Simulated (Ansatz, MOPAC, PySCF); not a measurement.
Bond stretch in BrF, singlet.

Levels: UCCSD = CCSD on UHF/cc-pVDZ, 10 core orbitals frozen (PySCF); PM6, restricted, heats of formation (MOPAC); UCCSD(T) = CCSD(T) on UHF/cc-pVDZ, 10 core orbitals frozen (PySCF); RKS-PBE = restricted PBE/cc-pVDZ (Ansatz, an electronic-structure program); RMP2 = MP2 on RHF/cc-pVDZ, 10 core orbitals frozen in PySCF.

Energies are in kcal/mol, each relative to the lowest point of its own curve near equilibrium.

```csv
R / Å,UCCSD,PM6,UCCSD(T),RKS-PBE,RMP2
1.32,173.6,115.7,175.3,175.0,173.4
1.40,101.5,71.2,103.1,103.0,101.2
1.49,50.9,36.6,52.2,52.4,50.6
1.59,19.5,13.3,20.5,20.6,19.2
1.64,10.5,6.4,11.3,11.4,10.2
1.70,3.8,1.6,4.4,4.4,3.6
1.75,1.0,0.0,1.3,1.3,0.8
1.82,0.0,0.9,0.0,0.0,0.0
1.86,0.6,2.7,0.4,0.5,0.7
1.91,2.7,6.2,2.2,2.0,2.6
2.04,11.1,19.0,9.6,9.2,10.6
2.16,20.2,33.3,18.1,17.9,19.9
2.37,32.9,57.9,32.4,34.2,36.3
2.61,39.4,80.4,41.4,50.9,51.6
2.92,41.5,101.0,44.5,67.5,62.6
3.14,41.7,111.9,44.8,76.0,64.3
3.53,—,124.9,—,86.0,57.1
3.86,—,131.2,—,90.9,43.9
4.33,—,136.9,—,94.8,19.8
4.71,—,140.2,—,96.3,-1.6
5.26,—,144.0,—,97.2,-32.9
6.18,—,—,—,97.5,-85.0
7.00,—,—,—,97.7,-131.8
```

At the longest distance, 7.00 Å, RKS-PBE lies highest above its minimum (97.7 kcal/mol) and RMP2 lowest (-131.8 kcal/mol).

The RMP2 curve passes through a maximum at 3.14 Å and then falls by 196.1 kcal/mol up to the last usable point.

A dash means that the run gave no value there, or that the column was ended at a point which the program doubted or which failed a test of continuity chosen for this set; such a test can also cut sound points.

The unrestricted determinant behind UCCSD, UCCSD(T) is spin-contaminated at 1.91 to 7.00 Å (<S²> up to 1.0, against 0.00 for a pure singlet). The restricted form behind PM6, RKS-PBE, RMP2 keeps the bonding electrons paired and can't separate into open-shell fragments. The T1 diagnostic of CCSD on the restricted reference of RMP2 exceeds 0.045 at 3.53 to 5.26 Å.
